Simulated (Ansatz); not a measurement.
Species: C4H4O, SMILES `C=C=CC=O` (charge 0, multiplicity 1).

Q: Give a relaxed geometry from PBE0-D3(BJ)/def2-TZVP (Ansatz, a first-principles code).

A: One answer among several that fit: the end point of this relaxation, one of several conformers (outside a Z-matrix the atoms follow the SMILES, hydrogens last).
Cartesian coordinates (Å) in one orientation:
```xyz
9

C     -1.850     0.156    -0.076
C     -0.635    -0.261    -0.238
C      0.606    -0.639    -0.411
C      1.643     0.334    -0.786
O      2.797     0.044    -0.958
H     -2.202     0.492     0.894
H     -2.551     0.171    -0.905
H      0.911    -1.674    -0.285
H      1.280     1.376    -0.902
```
